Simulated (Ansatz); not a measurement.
TiIF3⁺. Total charge 1; doublet. Geometry r2SCAN-D4/def2-SVP, that of the neutral singlet; atoms count from 1.

```xyz
5

Ti   -0.1374   -0.0170    0.0736
I     2.1111    0.2606   -1.1297
F    -0.2666   -1.6119    0.7302
F    -1.4398    0.2381   -1.0357
F    -0.2673    1.1301    1.3616
```

In the def2 sets I takes a core potential; there is no spin–orbit coupling.

Q: Estimate the Mulliken populations from the PBE0/def2-TZVP orbitals of Ansatz.

A: 
```json
{"atom": "Ti1", "charge (e)": "1.52", "spin (α − β)": "-0.03", "d electrons": "1.97"}
{"atom": "I2", "charge (e)": "0.45", "spin (α − β)": "1.00", "d electrons": "–"}
{"atom": "F3", "charge (e)": "-0.33", "spin (α − β)": "0.01", "d electrons": "–"}
{"atom": "F4", "charge (e)": "-0.32", "spin (α − β)": "0.01", "d electrons": "–"}
{"atom": "F5", "charge (e)": "-0.33", "spin (α − β)": "0.00", "d electrons": "–"}
```
Mulliken values and Mayer orders depend strongly on the basis.

Q: Where does the spin sit?

A: Summed by element: Ti -0.03, I 1.00, F 0.02, of 1 unpaired in all. Largest on single atoms: I2 1.00, Ti1 -0.03, F4 0.01.

Q: And the Mayer bond orders between bonded heavy atoms (over 0.3)?

A: Ti1–I2 0.75 (2.57 Å); Ti1–F3 1.11 (1.73 Å); Ti1–F4 1.11 (1.73 Å); Ti1–F5 1.10 (1.73 Å).
